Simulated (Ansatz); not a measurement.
trimethylarsine (C3H9As), singlet, geometry from GFN2-xTB; Ansatz (a first-principles code) with HF/STO-3G.

Here is a job for Ansatz.
Ansatz 0.2 input:
```yaml
crystal:
  periodic: [false, false, false]
  atoms:
    - {symbol: C, position_ang: [-0.32867249, 1.72010629, -0.31442495]}
    - {symbol: As, position_ang: [-0.07118324, -0.07407807, 0.46894706]}
    - {symbol: C, position_ang: [1.69397189, -0.42038635, -0.34552691]}
    - {symbol: C, position_ang: [-1.13228284, -1.05722724, -0.87513451]}
    - {symbol: H, position_ang: [-0.12539177, 1.70759584, -1.38419048]}
    - {symbol: H, position_ang: [0.33877682, 2.43834696, 0.15981725]}
    - {symbol: H, position_ang: [-1.35229643, 2.05729688, -0.15707040]}
    - {symbol: H, position_ang: [1.67748643, -0.20032606, -1.41191313]}
    - {symbol: H, position_ang: [1.97485358, -1.46370768, -0.20823160]}
    - {symbol: H, position_ang: [2.45568920, 0.19809385, 0.12726574]}
    - {symbol: H, position_ang: [-0.84168752, -0.76797234, -1.88397732]}
    - {symbol: H, position_ang: [-0.98312248, -2.13022938, -0.76252225]}
    - {symbol: H, position_ang: [-2.19336010, -0.84947794, -0.74391257]}
basis:
  gaussian:
    orbitals: STO-3G
hamiltonian:
  xc: hf
accuracy: high
```

It wrote (shortened):

```
Functional definition: HF
797 factors; integrals over basis functions are off by at most 3.4e-9 eV
mean field evaluation 1: about -63314.0385 eV, gradient 1.2e1 eV
mean field evaluation 2: about -63314.2279 eV, gradient 1.2e1 eV
mean field evaluation 4: about -63314.8665 eV, gradient 8.0e-1 eV
mean field evaluation 8: about -63314.8694 eV, gradient 7.8e-7 eV
mean field -63314.86937156 eV, -2326.7785330449 hartree, gradient 4.2e-8 eV, S^2 0.000000; 0 other end points of the search recorded, 0 dependent functions left out
reference -63314.86937156 eV, -2326.7785330449 hartree; 30, 30 occupied and 12, 12 virtual orbitals, 797 factors
Total energy: -63314.86937156 eV, -2326.7785330449 hartree
```
